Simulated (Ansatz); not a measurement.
Si(I)(OH)3 (H3IO3Si), SMILES I[Si](O)(O)O.

Geometry optimised at B3LYP-D3(BJ)/def2-SVP. The def2 effective core potentials stand for the cores of I; spin–orbit coupling is left out. The values are those of a single conformer.

Two levels are set side by side: PBE/def2-SVPD (Ansatz, a first-principles code) and CAM-B3LYP/def2-SVPD (Ansatz). Energy differences of separate SCF runs at the same geometry; the states with an electron removed or added have multiplicity 2 and 2. Differences are taken from unrounded values.

```tsv
quantity	PBE
vertical ionisation energy (eV)	9.75
vertical singlet–triplet gap (eV)	5.41
```

Question: These are the PBE values. What does CAM-B3LYP give? (The exact figures need the calculation; the answer reports its results.)

Answer: 
| quantity | CAM-B3LYP | PBE minus CAM-B3LYP |
|---|---|---|
| vertical ionisation energy (eV) | 10.13 | -0.38 |
| vertical singlet–triplet gap (eV) | 5.78 | -0.37 |
